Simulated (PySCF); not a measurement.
Some computed properties have been withheld. Give your best values.

C₅H₁₁BS.
Atom-mapped SMILES: `[CH3:1][S:2][BH:3][CH:4]1[CH2:5][CH2:6][CH2:7]1` (hydrogens: H8, H9, H10 on C1; H11 on B3; H12 on C4; H13, H14 on C5; H15, H16 on C6; H17, H18 on C7)

Conformer (atom-mapped SMILES and torsion angles): `[CH3:1][S:2][BH:3][CH:4]1[CH2:5][CH2:6][CH2:7]1`: C1–S2–B3–C4 3°, S2–B3–C4–C5 -174°.

```json
{"property": "point group", "level": "PBE0-D3(BJ)/def2-SVP", "value": "?"}
{"property": "rotational constants A, B, C", "level": "PBE0-D3(BJ)/def2-SVP", "value": "4.943, 1.097, 0.993 GHz"}
{"property": "dipole moment", "level": "CAM-B3LYP/def2-SVPD", "value": "2.00 D"}
{"property": "HOMO energy", "level": "CAM-B3LYP/def2-SVPD", "value": "-8.75 eV"}
{"property": "LUMO energy", "level": "CAM-B3LYP/def2-SVPD", "value": "0.29 eV"}
{"property": "lowest singlet excitation", "level": "TDDFT CAM-B3LYP/def2-SVPD", "value": "?"}
{"property": "strongest line among the 10 lowest singlet transitions", "level": "TDDFT CAM-B3LYP/def2-SVPD", "value": "S2 at 6.02 eV (206 nm, f = 0.170)"}
{"property": "lowest triplet excitation (Tamm–Dancoff)", "level": "TDA CAM-B3LYP/def2-SVPD", "value": "4.65 eV"}
{"property": "static isotropic polarisability", "level": "CAM-B3LYP/def2-SVPD", "value": "?"}
{"property": "vertical ionisation energy", "level": "ΔSCF CAM-B3LYP/def2-SVPD", "value": "9.53 eV"}
{"property": "electronic spatial extent ⟨r²⟩ about the centre of nuclear charge", "level": "CAM-B3LYP/def2-SVPD", "value": "?"}
{"property": "13C chemical shifts (computed TMS as zero) by class", "level": "GIAO PBE0/pcSseg-1", "value": "29.6 (C4), 27.7 (C5/C7), 24.3 (C6), 15.3 (C1) ppm"}
{"property": "1H chemical shifts (computed TMS as zero) by class", "level": "GIAO PBE0/pcSseg-1", "value": "6.77 (H11), 2.51 (H12), 2.15 (H16), 2.05 (H8/H9/H10), 2.05 (H14/H17), 1.95 (H13/H18), 1.83 (H15) ppm"}
{"property": "isotropic shieldings of nuclei other than C and H, by class", "level": "GIAO PBE0/pcSseg-1", "value": "?"}
```

Electronic properties: PySCF, gas phase, density fitting. The structure is a single PBE0-D3(BJ)/def2-SVP conformer in the gas phase; no vibrational or solvent corrections. NMR classes are plain means over equivalent atoms (diastereotopic ones count apart unless rotation or inversion swaps them), as if these changed places fast; in this geometry the members of some classes differ.

The isotropic shieldings of nuclei other than C and H, by class?

31 (B3), 434 (S2) ppm.

What is the lowest singlet excitation?

5.82 eV (213 nm, f = 0.028).

Give the point group.

C1.

Give the static isotropic polarisability.

93.5 au.

The electronic spatial extent ⟨r²⟩ about the centre of nuclear charge?

1226 bohr².

The dipole equals about 6.7 × 10⁻³⁰ C·m (1 D = 3.33564 × 10⁻³⁰ C·m). The 10 singlets span 5.82 to 7.89 eV, and their oscillator strengths add up to 0.34.

For the NMR shielding job (PBE0/pcSseg-1), on one thread of an Arm Neoverse V1, on a shared host, this took 32 s (with the writing of density and orbital grids) and 1.0 GiB of memory at its peak.
